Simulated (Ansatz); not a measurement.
`N[Si](O)(F)Cl` and `N[Si](O)(O)F` differ in one atom or group.

Ansatz, PBE0-D4/def2-TZVP geometries, multiplicity 1. Each molecule was computed in one conformer, which needn't be the lowest.

| property | `N[Si](O)(F)Cl` |
| --- | --- |
| size of the dipole moment (ωB97M-V/def2-TZVPP) / D | 3.10 |
| size of the dipole moment (B3LYP/def2-TZVPP) / D | 3.10 |
| HOMO energy (PBE/def2-TZVPP) / eV | -6.79 |
| HOMO–LUMO gap (ωB97M-V/def2-TZVPP) / eV | 12.66 |
| LUMO energy (ωB97M-V/def2-TZVPP) / eV | 1.90 |
| LUMO energy (PBE0/def2-TZVPP) / eV | 0.45 |

Q: Give the same properties after the change, and the shifts. (Estimate.)

A: Computed: 
```
                                          property  `N[Si](O)(O)F`  shift
size of the dipole moment (ωB97M-V/def2-TZVPP) / D            1.67  -1.43
  size of the dipole moment (B3LYP/def2-TZVPP) / D            1.69  -1.41
                 HOMO energy (PBE/def2-TZVPP) / eV           -6.45   0.34
           HOMO–LUMO gap (ωB97M-V/def2-TZVPP) / eV           12.40  -0.26
             LUMO energy (ωB97M-V/def2-TZVPP) / eV            1.97   0.07
                LUMO energy (PBE0/def2-TZVPP) / eV            0.54   0.09
```

With PBE0 the HOMO rises by 0.35 eV and the LUMO rises by 0.09 eV, so the gap narrows by about 0.26 eV. PBE moves the HOMO by 0.34 eV and ωB97M-V by 0.33 eV. The zero-point energy changes by 33.5 kJ/mol with +3 modes. Dipoles are sizes alone; their direction can turn.

B3LYP here is the variant with VWN-RPA as its local correlation; programs differ in this.
